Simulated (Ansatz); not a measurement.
GeH₄OSi, SMILES `[SiH3][O][GeH]`. Charge 0, multiplicity 1.

Z-matrix (Å, degrees):
```
Si
O 1 1.643
H 1 1.485 2 109.3
H 1 1.490 2 110.8 3 120.2
H 1 1.485 2 109.3 3 -119.6
Ge 2 1.789 1 134.1 3 -120.3
H 6 1.605 2 93.5 1 180.0
```

Question: List the harmonic frequencies (cm⁻¹, unscaled) at PBE0-D4/def2-TZVP in Ansatz. (An estimate is asked.)

Answer: Ansatz gave: 86, 116, 197, 510, 719, 723, 780, 951, 955, 973, 1004, 1883, 2204, 2231, 2232.

Question: Is this a minimum?

Answer: Yes, all 15 modes are real.

Question: Give the ideal-gas thermochemistry at 298.15 K and 1 bar (rigid rotor, harmonic oscillator; point group Cs, symmetry number 1).

Answer: Zero-point energy 93.1 kJ/mol; H(298) − E = 110.1 kJ/mol; entropy 319.4 J/(mol·K), of which translation 168.6, rotation 105.0, vibration 45.7; G(298) − E = 14.9 kJ/mol. Modes under 100 cm⁻¹ are hindered rotations or soft bends, so the harmonic entropy is rough.

Question: Rotational constants (cm⁻¹)?

Answer: 1.232, 0.07092, 0.06868.
